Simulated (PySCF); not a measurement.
C4H8OSi2.
Z-matrix (Å and degrees, PBE0-D3(BJ)/def2-SVP geometry), rows numbered from 1:
```
Si
Si  1  2.3458
C   2  1.8678  1  109.80
C   3  1.3718  2  132.74  1  -118.12
C   4  1.4272  3  106.86  2   177.69
C   5  1.3638  4  105.64  3    -0.07
O   6  1.3435  5  110.58  4    -0.07
H   1  1.4952  2  109.92  3   -61.82
H   1  1.4961  2  110.81  3   177.97
H   1  1.4955  2  109.67  3    57.74
H   2  1.4963  1  109.79  3   122.29
H   2  1.4946  1  110.71  3  -117.50
H   4  1.0884  3  125.90  2    -2.49
H   5  1.0878  4  127.69  3   179.86
H   6  1.0874  5  133.11  4   179.86
```

Computed with PySCF at PBE0/pcSseg-1 and wB97X-D/def2-SVPD, non-relativistic, on one gas-phase PBE0-D3(BJ)/def2-SVP geometry that isn't relaxed in the solvent. The solvent is an IEF-PCM continuum (Bondi radii, 1.10 Å for H, scaled by 1.2). Only the electrostatic response of the medium enters.

Gas phase at PBE0/pcSseg-1: HOMO -6.74 eV, LUMO -0.39 eV, dipole 1.07 D.

Question: What does the continuum do to the energy, the frontier levels and the dipole at PBE0/pcSseg-1 in chloroform and water?

Answer: 
```json
{"solvent": "chloroform", "ε": "4.711", "E(solvent) − E(gas) (kcal/mol)": "-1.81", "polarisation term (kcal/mol)": "-1.94", "distortion of the solute (kcal/mol)": "0.13", "HOMO (eV)": "-6.71", "LUMO (eV)": "-0.36", "dipole (D)": "1.23"}
{"solvent": "water", "ε": "78.36", "E(solvent) − E(gas) (kcal/mol)": "-2.62", "polarisation term (kcal/mol)": "-2.90", "distortion of the solute (kcal/mol)": "0.28", "HOMO (eV)": "-6.72", "LUMO (eV)": "-0.37", "dipole (D)": "1.30"}
```

The polarisation term is half the interaction of the solute with the surface charges that it induces; the rest is the cost of distorting the solute's density. The sum is the electrostatic part of solvation alone. From chloroform to water the lowering changes by a factor 1.45, Onsager's factor (ε − 1)/(2ε + 1) by 1.38 and ε itself by 16.6.

Question: Which radius a makes the point-dipole formula ΔE = −[(ε − 1)/(2ε + 1)]·μ²/a³ give the value in water, with the gas-phase dipole?

Answer: μ = 0.421 au and |ΔE| = 0.00417 Eh give a = 1.46 Å; the farthest nucleus lies 4.13 Å from the centroid of the nuclei, so such a sphere wouldn't even hold the nuclei. The formula assumes a rigid point dipole at the centre of a sphere.

Question: Which IAO charges (PBE0/pcSseg-1) respond most in chloroform (means over atoms taken as equivalent)?

Answer: 
| atoms | environment | gas (e) | solvent (e) | change |
| --- | --- | --- | --- | --- |
| H15 | aromatic hydrogen | +0.172 | +0.182 | +0.010 |
| H14 | aromatic hydrogen | +0.166 | +0.174 | +0.008 |
| H13 | aromatic hydrogen | +0.164 | +0.172 | +0.008 |
| O7 | furan-type oxygen | -0.231 | -0.238 | -0.007 |
| C5 | aromatic CH carbon | -0.223 | -0.230 | -0.007 |
| C3 | substituted aromatic carbon | -0.126 | -0.132 | -0.006 |
| C4 | aromatic CH carbon | -0.198 | -0.203 | -0.005 |
| C6 | aromatic CH next to a ring oxygen | +0.016 | +0.012 | -0.004 |
| Si1 | SiH3 silicon | +0.270 | +0.271 | +0.001 |
| H8/H9/H10 | Si–H hydrogen | -0.092 | -0.093 | -0.001 |
| H11/H12 | Si–H hydrogen | -0.099 | -0.098 | +0.001 |
| Si2 | SiH2 silicon | +0.464 | +0.464 | 0.000 |

Gas phase at wB97X-D/def2-SVPD: HOMO -8.50 eV, LUMO 1.26 eV, dipole 1.07 D.

Question: What does the continuum do to the energy, the frontier levels and the dipole at wB97X-D/def2-SVPD in chloroform?

Answer: 
| solvent | ε | E(solvent) − E(gas) (kcal/mol) | polarisation term (kcal/mol) | distortion of the solute (kcal/mol) | HOMO (eV) | LUMO (eV) | dipole (D) |
| --- | --- | --- | --- | --- | --- | --- | --- |
| chloroform | 4.711 | -1.69 | -1.84 | 0.15 | -8.47 | 1.29 | 1.27 |

Question: How does the static polarisability (wB97X-D/def2-SVPD, frozen core, with the continuum's full static response) change?

Answer: 
| medium | isotropic (au) | principal values (au) | ⟨r²⟩ of the electrons (bohr²) |
| --- | --- | --- | --- |
| gas | 107.8 | 86.4, 102.0, 135.1 | 1382.4 |
| chloroform | 135.1 | 109.9, 130.8, 164.5 | 1381.5 |

The isotropic value in chloroform is 1.25 times the gas-phase one; no cavity-field correction is applied. ⟨r²⟩ is taken about the centre of nuclear charge.

The pairwise dispersion term of wB97X-D wasn't added to the energies; at a given geometry it leaves orbitals and properties as they are.
